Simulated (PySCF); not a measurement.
Two structures of GeH$_{5}$BrO, closed shell, reached by relaxing down either side of one saddle point (PBE0-D4/def2-TZVP). Energies are electronic, without zero-point energy. PySCF 2.14 with density fitting (its default auxiliary sets; JK sets also for MP2 and CCSD(T)); basis: def2-TZVPP and def2-QZVPP; cores frozen in the correlated methods. Filled d shells of the heavier atoms are correlated. The def2 sets are not built for correlating such inner shells, so the correlated values are less sure here. Extrapolation: Hartree–Fock as exp(−7.88 √X), correlation as X^−2.97. First:

```xyz
8
angstrom
Ge -0.8930 -0.2192 -0.6885
O -0.0455 -0.1616 0.9021
H 0.0322 -1.0716 -1.5541
H -2.2661 -0.8723 -0.4683
H -1.0451 1.2138 -1.2201
H 1.6545 0.2160 0.8638
Br 3.0584 0.5782 0.7157
H -0.5066 0.3554 1.5673
```

Second:

```
atom    x (Å)    y (Å)    z (Å)
 Ge1  -0.2624   0.3680  -1.2064
  O2  -0.0216  -1.2420   1.6491
  H3  -0.0066  -1.1241  -1.4043
  H4  -1.4866   0.6688  -0.3430
  H5  -0.3193   1.1242  -2.5403
  H6   0.7834  -0.7193   1.5723
 Br7   1.5890   1.2426  -0.0996
  H8  -0.4844  -0.8714   2.4039
```

Which bonds change from the first to the second?

GeH₄O ([OH][GeH3]) + HBr → GeH₃Br ([GeH3][Br]) + H₂O; bonds formed: Ge1–Br7, O2–H6; bonds broken: Ge1–O2, H6–Br7.

Give the saddle point's structure and its height above each. (An estimate is asked for; the value comes from the calculation.)

By the calculation: 52.4 kJ/mol above the first and 107.3 kJ/mol above the second (CCSD(T) at an estimated basis limit (MP2 extrapolated from triple and quadruple zeta, plus CCSD(T) − MP2 in triple zeta)).
```xyz
8
angstrom
Ge -0.3950 -0.0430 -0.7614
O 0.0335 -0.4074 1.2111
H 0.1494 -1.1570 -1.6465
H -1.8360 -0.4528 -0.3294
H -0.5265 1.3832 -1.2972
H 0.9507 -0.0078 1.2558
Br 2.1875 0.6868 -0.2848
H -0.5635 -0.0020 1.8524
```

No T1 diagnostic of these runs exceeds 0.011.

Labels in which every atom is bracketed show which atoms are joined, not bond orders.

For scale, one of the runs: CCSD(T)/def2-TZVPP, 197 basis functions, launched by `OMP_NUM_THREADS=4 python run.py`. The run took 4.9 min on 4 CPU threads of an Intel Xeon 6975P-C (shared host), with 3.4 GiB of host memory at its peak.
